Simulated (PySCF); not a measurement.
H₇NOSi₂, SMILES N[SiH2]O[SiH3].

The structure is a stationary point at B3LYP-D3(BJ)/def2-SVP. One conformer was computed; it need not be the lowest.

All values below come from PBE/def2-TZVP (PySCF).

The molecule is in vacuum.

| Quantity | Result |
|---|---|
| total energy | -712.89494 hartree |
| highest occupied level | -6.33 eV |
| lowest empty level | -0.62 eV |
| orbital gap | 5.71 eV |
| dipole moment | 1.67 D |
| quadrupole, principal values (traceless, Buckingham form, about the centre of nuclear charge) | -4.11, 0.96, 3.15 D·Å |
| mean static polarisability | 63.7 bohr³ (9.44 Å³) |
| polarisability, principal values | 58.6, 61.6, 70.9 bohr³ |
